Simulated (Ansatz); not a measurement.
Mulliken charges of `SC1N[SiH2]1` from r2SCAN/def2-TZVPP in Ansatz (PBE0-D4/def2-TZVP geometry).

| atom | x (Å) | y (Å) | z (Å) | charge (e) |
| --- | --- | --- | --- | --- |
| S1 | -1.119 | 0.385 | -1.556 | -0.179 |
| C2 | -0.362 | 0.563 | 0.048 | -0.053 |
| N3 | 1.082 | 0.263 | 0.218 | -0.358 |
| Si4 | 0.120 | -0.993 | 0.900 | 0.403 |
| H5 | -0.616 | 1.504 | -2.113 | 0.082 |
| H6 | -0.687 | 1.452 | 0.581 | 0.085 |
| H7 | 1.614 | 0.182 | -0.637 | 0.143 |
| H8 | -0.116 | -2.259 | 0.174 | -0.058 |
| H9 | 0.173 | -1.143 | 2.368 | -0.065 |

Question: By hand: the dipole of these point charges (1 e Å = 4.8032 D).

Answer: Σ q r = (-0.002, -0.115, 0.182) e Å, of length 0.215 e Å = 1.03 D.

Question: How does the dipole of the full density compare? (Estimate.)

Answer: Ansatz gave: (0.134, -0.058, 0.059) e Å, 0.76 D; the point charges give 1.36 times that, at 60° from its direction.

Point charges leave out the atoms' own dipoles, such as those of lone pairs, and Mulliken's split depends on the basis, so the two needn't agree.
